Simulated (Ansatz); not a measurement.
Born–Oppenheimer molecular dynamics of Cl$_{4}$Si (5 atoms, charge 0, multiplicity 1). It starts from a relaxed structure.

All numbers below come from RKS r2SCAN-D4/6-31G in Ansatz.

```yaml
ensemble: NVT, Nosé–Hoover chain
time_step: 8 fs
steps_asked: 40
set_temperature: 700 K
thermostat: time constant 100 fs, chain length 3 (defaults)
seed: 390822
```

First frame:

```xyz
5
Properties=species:S:1:pos:R:3
Si 0.001 0.000 0.000
Cl 0.000 0.000 2.150
Cl 2.027 0.000 -0.716
Cl -1.013 1.755 -0.716
Cl -1.013 -1.755 -0.716
```

Task: What does the run give?

Result: The run went to its last step.

```yaml
steps_done: 40
time_covered: 320 fs
mean_temperature_over_the_second_half: 766 K
spread_of_the_potential_energy_over_the_second_half: 31.4 meV per atom
mean_potential_energy_of_the_second_half_above_the_start: 61.8 meV per atom
```

The conserved energy wandered by up to 5.5 meV per atom (net 4.3 meV per atom), which is poor conservation. A run of 0.32 ps of so small a system gives no equilibrium averages. Limits of this set-up: no polarisation functions.

Task: What happens to the structure?

Result: The same pairs are bonded in the first frame and the last. Pairs count as bonded within 1.25 times the sum of covalent radii (0.12 Å more for H–H). This is one draw of velocities; another would differ in detail.

Task: How do temperature and energy run in time?

Result: 
| time (fs) | T (K) | potential energy less start (eV) | conserved less start (meV/atom) |
| --- | --- | --- | --- |
| 0 | 700 | 0.000 | 0.00 |
| 24 | 379 | 0.134 | 1.64 |
| 48 | 103 | 0.255 | 3.16 |
| 72 | 277 | 0.203 | 3.03 |
| 96 | 678 | 0.087 | 1.44 |
| 120 | 459 | 0.233 | 2.32 |
| 144 | 463 | 0.286 | 3.60 |
| 168 | 765 | 0.246 | 5.45 |
| 192 | 941 | 0.230 | 4.05 |
| 216 | 168 | 0.548 | 4.85 |
| 240 | 863 | 0.281 | 2.46 |
| 264 | 1342 | 0.122 | 2.99 |
| 288 | 961 | 0.254 | 3.46 |
| 312 | 227 | 0.533 | 5.13 |

The run took 3.8 min on 1 thread of Arm Neoverse V2 (shared host), peak memory 0.13 GiB.
